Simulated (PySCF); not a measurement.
# Removing the step error of a finite difference

System: C$_{2}$H$_{3}$BF$_{2}$, singlet, geometry from GFN2-xTB. Level: HF/6-31G, polarisability run with PySCF. Sums are taken with unrounded values, so a last digit can differ.

Second differences of the energy in a field along z gave a polarisability along z of 39.964 bohr³ at step 0.005 and 40.026 bohr³ at step 0.02 (atomic units).

Extrapolate to zero step.

The leading error of a symmetric difference goes as h², so A(h) = A0 + c h². Then c = (40.026 - (39.964))/(0.02² - 0.005²) = 166 (atomic units) and A0 = 39.964 - c × 0.005² = 39.960 bohr³. The analytic value from the same program and level is 39.960 bohr³: the smaller step missed it by 0.004, the extrapolation by 0.000.
